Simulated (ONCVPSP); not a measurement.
Pseudopotential generation for Hf: ONCV, PBE, scalar-relativistic.

The input file (ONCVPSP 4.0.1):

```
# ATOM AND REFERENCE CONFIGURATION
# atsym  z   nc   nv     iexc    psfile
  Hf 72.00    9    5        4      upf
#
#   n    l    f
    1    0    2.00
    2    0    2.00
    2    1    6.00
    3    0    2.00
    3    1    6.00
    3    2   10.00
    4    0    2.00
    4    1    6.00
    4    2   10.00
    4    3   14.00
    5    0    2.00
    5    1    6.00
    5    2    2.50
    6    0    1.50
#
# PSEUDOPOTENTIAL AND OPTIMIZATION
# lmax
    3
#
#   l,   rc,      ep,       ncon, nbas, qcut
    0    2.10    0.00    3    7    4.90
    1    2.10    0.00    4    8    8.20
    2    3.35    0.00    4    9    4.20
    3    0.65    0.00    3    8   31.70
#
# LOCAL POTENTIAL
# lloc, lpopt,  rc(5),   dvloc0
    4    5    0.60    4.00
#
# VANDERBILT-KLEINMAN-BYLANDER PROJECTORs
# l, nproj, debl
    0    2    3.00
    1    2    3.50
    2    2    2.80
    3    2    0.30
#
# MODEL CORE CHARGE
# icmod, fcfact, rcfact
    3    1.75    1.40
#
# LOG DERIVATIVE ANALYSIS
# epsh1, epsh2, depsh
   -4.00    5.00    0.02
#
# OUTPUT GRID
# rlmax, drl
    6.00    0.01
#
# TEST CONFIGURATIONS
# ncnf
    4
# nvcnf
#   n    l    f
    5
    4    3   14.00
    5    0    2.00
    5    1    6.00
    5    2    2.00
    6    0    2.00
#
    5
    4    3   14.00
    5    0    2.00
    5    1    6.00
    5    2    2.00
    6    0    1.00
#
    5
    4    3   14.00
    5    0    2.00
    5    1    6.00
    5    2    2.00
    6    0    0.00
#
    5
    4    3   14.00
    5    0    2.00
    5    1    5.00
    5    2    2.00
    6    0    2.00
#
```

Command:

```bash
oncvpsp.x < Hf.dat > Hf.out
```

The program printed (shortened: citation, most of the input echo, consistency checks and plot data are left out):

```
ONCVPSP  (Optimized Norm-Conservinng Vanderbilt PSeudopotential)
scalar-relativistic version 4.0.1

#   n    l    f        energy (Ha)
    1    0    2.00    -2.3992799E+03
    2    0    2.00    -4.1029556E+02
    2    1    6.00    -3.6023065E+02
    3    0    2.00    -9.3466650E+01
    3    1    6.00    -7.8512461E+01
    3    2   10.00    -6.0824589E+01
    4    0    2.00    -1.8808871E+01
    4    1    6.00    -1.3903801E+01
    4    2   10.00    -7.5677346E+00
    4    3   14.00    -5.9129774E-01
    5    0    2.00    -2.4351055E+00
    5    1    6.00    -1.2818235E+00
    5    2    2.50    -8.4447766E-02
    6    0    1.50    -1.8009111E-01

Reference configufation results
  iterations    28
  all-electron total energy (Ha)   -1.50781707D+04

Begin loop to  construct optimized pseudo wave functions
and semi-local pseudopoentials for all angular momenta

Calculating optimized projector #   1

 for l=   0

    Fraction of norm inside rc  0.982230
    Optimizing pswf for qcut=   4.89 a_B^-1,  ecut=  11.97 Ha
    Residual kinetic energy error=  6.09D-06 Ha

    Energy error per electron        Cutoff
         Ha          eV             Ha
         0.01000     0.27211        4.41
         0.00100     0.02721        5.71
         0.00010     0.00272        7.19
         0.00001     0.00027       11.23

Calculating optimized projector #   2

 for l=   0

    Fraction of norm inside rc  0.101300
    Optimizing pswf for qcut=   4.89 a_B^-1,  ecut=  11.97 Ha
    Residual kinetic energy error=  3.15D-05 Ha

    Energy error per electron        Cutoff
         Ha          eV             Ha
         0.01000     0.27211        3.39
         0.00100     0.02721        5.17
         0.00010     0.00272       10.36
         0.00001     0.00027       24.95

   Wellstate for l =  1  n =  7
     eigenvalue =   2.2182
     asymptotic potential =   2.7182
     half-point radius =  3.3264

Calculating optimized projector #   1

 for l=   1

    Fraction of norm inside rc  0.928584
    Optimizing pswf for qcut=   8.20 a_B^-1,  ecut=  33.59 Ha
    Residual kinetic energy error=  7.89D-09 Ha

    Energy error per electron        Cutoff
         Ha          eV             Ha
         0.01000     0.27211        7.55
         0.00100     0.02721        9.85
         0.00010     0.00272       18.69
         0.00001     0.00027       23.09

Calculating optimized projector #   2

 for l=   1

    Fraction of norm inside rc  0.215696
    Optimizing pswf for qcut=   8.20 a_B^-1,  ecut=  33.59 Ha
    Residual kinetic energy error=  1.13D-09 Ha

    Energy error per electron        Cutoff
         Ha          eV             Ha
         0.01000     0.27211        7.80
         0.00100     0.02721       18.73
         0.00010     0.00272       23.49
         0.00001     0.00027       26.52

   Wellstate for l =  2  n =  9
     eigenvalue =   2.7156
     asymptotic potential =   3.2156
     half-point radius =  6.0439

Calculating optimized projector #   1

 for l=   2

    Fraction of norm inside rc  0.771473
    Optimizing pswf for qcut=   4.20 a_B^-1,  ecut=   8.84 Ha
    Residual kinetic energy error=  7.94D-06 Ha

    Energy error per electron        Cutoff
         Ha          eV             Ha
         0.01000     0.27211        5.23
         0.00100     0.02721        6.61
         0.00010     0.00272        7.72
         0.00001     0.00027        9.57

Calculating optimized projector #   2

 for l=   2

    Fraction of norm inside rc  0.176146
    Optimizing pswf for qcut=   4.20 a_B^-1,  ecut=   8.84 Ha
    Residual kinetic energy error=  1.50D-03 Ha

    Energy error per electron        Cutoff
         Ha          eV             Ha
         0.01000     0.27211        7.40
         0.00100     0.02721        9.89
         0.00010     0.00272       31.08
         0.00001     0.00027       37.22

WARNING wellstate: negative energy specified for n= 5 l=  3
WARNING scattering state with energy  0.25000000
WARNING will be used for the first projector

   Wellstate for l =  3  n =  5
     eigenvalue =   0.2500
     asymptotic potential =   0.7500
     half-point radius = 11.0451

Calculating optimized projector #   1

 for l=   3

    Fraction of norm inside rc  0.574105
    Optimizing pswf for qcut=  31.68 a_B^-1,  ecut= 501.76 Ha
    Residual kinetic energy error=  3.91D-07 Ha

    Energy error per electron        Cutoff
         Ha          eV             Ha
         0.01000     0.27211      293.73
         0.00100     0.02721      343.35
         0.00010     0.00272      385.68
         0.00001     0.00027      420.78

Calculating optimized projector #   2

 for l=   3

    Fraction of norm inside rc  0.000999
    Optimizing pswf for qcut=  31.68 a_B^-1,  ecut= 501.76 Ha
    Residual kinetic energy error=  1.07D-11 Ha

    Energy error per electron        Cutoff
         Ha          eV             Ha
         0.01000     0.27211       96.03
         0.00100     0.02721      184.52
         0.00010     0.00272      255.16
         0.00001     0.00027      312.21

Construct Vanderbilt / Kleinmman-Bylander projectors

B matrix Hermiticity error, ll=   0
   1   2    2.4684E-04

  Orthonormal projector coefficients  3.2903E+01  1.3900E+00

B matrix Hermiticity error, ll=   1
   1   2   -4.7798E-04

  Orthonormal projector coefficients  2.1389E+01  1.1720E+00

B matrix Hermiticity error, ll=   2
   1   2   -1.1422E-04

  Orthonormal projector coefficients  9.4487E+00 -6.3824E-01

B matrix Hermiticity error, ll=   3
   1   2    3.5509E-05

  Orthonormal projector coefficients -5.5528E+01 -1.3237E+01

Model core correction analysis
  based on d2Exc/dn_idn_j

d2excae - all-electron derivatives

   -2.264473D-02   -1.170334D-02   -8.347289D-03   -2.339242D-03
   -8.856139D-04
   -1.170318D-02   -2.747817D-02   -2.389239D-02   -7.968875D-03
   -1.484152D-03
   -8.347163D-03   -2.389236D-02   -2.434765D-02   -1.166514D-02
   -2.662170D-03
   -2.339196D-03   -7.968800D-03   -1.166509D-02   -1.744820D-02
   -1.637986D-02
   -8.855535D-04   -1.483925D-03   -2.661544D-03   -1.637660D-02
   -2.587593D-02

d2excps - pseudofunction derivatives with no core correction

   -4.315123D-02   -2.214298D-02   -1.146015D-02   -1.766320D-03
   -1.612232D-03
   -2.214309D-02   -2.395661D-02   -2.154029D-02   -5.998934D-03
   -1.372620D-03
   -1.146006D-02   -2.154012D-02   -2.447574D-02   -1.085862D-02
   -2.487002D-03
   -1.766255D-03   -5.998731D-03   -1.085840D-02   -1.950358D-02
   -1.689974D-02
   -1.612191D-03   -1.372427D-03   -2.486359D-03   -1.689671D-02
   -2.574177D-02

rms 2nd derivative error    5.280162E-03

rmatch, rhocmatch    0.6962   39.2200

Teter function model core charge with specified parameters

d2excps - pseudofunction derivatives with core correction

   -3.650847D-02   -1.898089D-02   -1.043314D-02   -1.741818D-03
   -1.363218D-03
   -1.898088D-02   -2.248313D-02   -2.056249D-02   -5.970707D-03
   -1.284860D-03
   -1.043303D-02   -2.056231D-02   -2.389162D-02   -1.084533D-02
   -2.426795D-03
   -1.741753D-03   -5.970502D-03   -1.084510D-02   -1.950680D-02
   -1.689730D-02
   -1.363166D-03   -1.284629D-03   -2.426151D-03   -1.689427D-02
   -2.573620D-02

rms 2nd derivative error    3.845268E-03

Pseudoatom total energy -308.070316

Diagnostic tests using Vanderbilt-Kleinman-Bylander pseudopotentials
  1 or more projectors used as specified by nproj input data

   l    rcore       rmatch      e in        delta e   norm test  slope test

   0   2.1056046   2.1695353  -2.4351055   0.0000084   1.0002146   1.0001996
   0   2.1056046   2.1695353  -0.1800911   0.0000080   1.0000557   0.9999777

   1   2.1056046   2.1695353  -1.2818235   0.0000006   1.0001296   1.0001310
   1   2.1056046   2.1695353   2.2181765   0.0000332   1.0001677   1.0001677

   2   3.3575255   3.4594673  -0.0844478  -0.0000003   0.9999944   0.9999955
   2   3.3575255   3.4594673   2.7155522   0.0000267   1.0000194   1.0000194

   3   0.6518874   0.6716801  -0.5912977   0.0003682   1.0005531   1.0002409
   3   0.6518874   0.6716801   0.2500000  -0.0000399   1.0009374   1.0009374

 Testing for bound ghosts
   n   l    E NL Schr. Eq   E Basis Diag.   E Cutoff

       0                      -22.771362     43.17  WARNING - GHOST(-)
   1   0       -2.435097       -2.435051     43.17
   2   0       -0.180083       -0.160331     43.17

       1                       -8.877082     68.64  WARNING - GHOST(-)
   2   1       -1.281823       -1.281812     68.64

       2                       -1.210690     39.33  WARNING - GHOST(-)
   3   2       -0.084448       -0.084120     39.33

   4   3       -0.590930       -0.546750    913.35

 Testing for highly-localized positive-energy ghosts
       l    <radius>/rc     E Basis Diag.   E Cutoff

       0        0.937310        3.299336     43.17  WARNING - GHOST(+)

Test configuration 0

   n   l     f        eae           eps        diff
   1   0  2.0000-2399.27990116
   2   0  2.0000 -410.29555549
   2   1  6.0000 -360.23065306
   3   0  2.0000  -93.46664991
   3   1  6.0000  -78.51246062
   3   2 10.0000  -60.82458875
   4   0  2.0000  -18.80887076
   4   1  6.0000  -13.90380093
   4   2 10.0000   -7.56773459
   4   3 14.0000   -0.59129774   -0.59092958    3.68D-04
   5   0  2.0000   -2.43510554   -2.43509713    8.41D-06
   5   1  6.0000   -1.28182350   -1.28182289    6.11D-07
   5   2  2.5000   -0.08444777   -0.08444804   -2.69D-07
   6   0  1.5000   -0.18009111   -0.18008306    8.05D-06

    Total energies and differences
      AE_ref= -1.50781707D+04  AE_tst= -1.50781707D+04  dif=  0.00D+00
      PS_ref= -3.08070316D+02  PS_tst= -3.08070316D+02  dif=  5.68D-13
      PSP excitation error= -5.68D-13

Test configuration 1

   n   l     f        eae           eps        diff
   1   0  2.0000-2399.30568621
   2   0  2.0000 -410.32280412
   2   1  6.0000 -360.25786044
   3   0  2.0000  -93.49347343
   3   1  6.0000  -78.53928473
   3   2 10.0000  -60.85154841
   4   0  2.0000  -18.83584153
   4   1  6.0000  -13.93086894
   4   2 10.0000   -7.59500160
   4   3 14.0000   -0.61866015   -0.61375275    4.91D-03
   5   0  2.0000   -2.46279842   -2.45979569    3.00D-03
   5   1  6.0000   -1.30732029   -1.30586222    1.46D-03
   5   2  2.0000   -0.09881713   -0.09803940    7.78D-04
   6   0  2.0000   -0.18773180   -0.18799788   -2.66D-04

    Total energies and differences
      AE_ref= -1.50781707D+04  AE_tst= -1.50782169D+04  dif= -4.61D-02
      PS_ref= -3.08070316D+02  PS_tst= -3.08116755D+02  dif= -4.64D-02
      PSP excitation error=  3.12D-04

Test configuration 2

   n   l     f        eae           eps        diff
   1   0  2.0000-2399.56221865
   2   0  2.0000 -410.57774446
   2   1  6.0000 -360.51286416
   3   0  2.0000  -93.74834921
   3   1  6.0000  -78.79416547
   3   2 10.0000  -61.10635536
   4   0  2.0000  -19.09076714
   4   1  6.0000  -14.18576903
   4   2 10.0000   -7.84979571
   4   3 14.0000   -0.87331243   -0.87300584    3.07D-04
   5   0  2.0000   -2.71739516   -2.71723274    1.62D-04
   5   1  6.0000   -1.56237824   -1.56246946   -9.12D-05
   5   2  2.0000   -0.33833498   -0.33779186    5.43D-04
   6   0  1.0000   -0.40333574   -0.40373305   -3.97D-04

    Total energies and differences
      AE_ref= -1.50781707D+04  AE_tst= -1.50779237D+04  dif=  2.47D-01
      PS_ref= -3.08070316D+02  PS_tst= -3.07823248D+02  dif=  2.47D-01
      PSP excitation error= -5.15D-05

Test configuration 3

   n   l     f        eae           eps        diff
   1   0  2.0000-2399.86452485
   2   0  2.0000 -410.87786526
   2   1  6.0000 -360.81309086
   3   0  2.0000  -94.04788888
   3   1  6.0000  -79.09371685
   3   2 10.0000  -61.40587446
   4   0  2.0000  -19.39047334
   4   1  6.0000  -14.48549530
   4   2 10.0000   -8.14945118
   4   3 14.0000   -1.17266053   -1.17886170   -6.20D-03
   5   0  2.0000   -3.01650037   -3.02045443   -3.95D-03
   5   1  6.0000   -1.86045423   -1.86317905   -2.72D-03
   5   2  2.0000   -0.61387286   -0.61367640    1.96D-04

    Total energies and differences
      AE_ref= -1.50781707D+04  AE_tst= -1.50774026D+04  dif=  7.68D-01
      PS_ref= -3.08070316D+02  PS_tst= -3.07301014D+02  dif=  7.69D-01
      PSP excitation error= -1.18D-03

Test configuration 4

   n   l     f        eae           eps        diff
   1   0  2.0000-2399.78922615
   2   0  2.0000 -410.79123255
   2   1  6.0000 -360.72790187
   3   0  2.0000  -93.95131090
   3   1  6.0000  -78.99736158
   3   2 10.0000  -61.31003986
   4   0  2.0000  -19.29629942
   4   1  6.0000  -14.39235434
   4   2 10.0000   -8.05711148
   4   3 14.0000   -1.07568391   -1.08256245   -6.88D-03
   5   0  2.0000   -2.90199041   -2.91359466   -1.16D-02
   5   1  5.0000   -1.72642382   -1.73587397   -9.45D-03
   5   2  2.0000   -0.43767227   -0.43172688    5.95D-03
   6   0  2.0000   -0.45336306   -0.45491328   -1.55D-03

    Total energies and differences
      AE_ref= -1.50781707D+04  AE_tst= -1.50767093D+04  dif=  1.46D+00
      PS_ref= -3.08070316D+02  PS_tst= -3.06603527D+02  dif=  1.47D+00
      PSP excitation error= -5.39D-03
```

Note: ghosts flagged at negative energy: s at -619.6 eV, p at -241.6 eV, d at -32.9 eV; GHOST(+) flagged for s at 89.8 eV. A true bound ghost makes a file unfit for plane-wave use.

The run took about 8 s on one core of a shared server CPU.
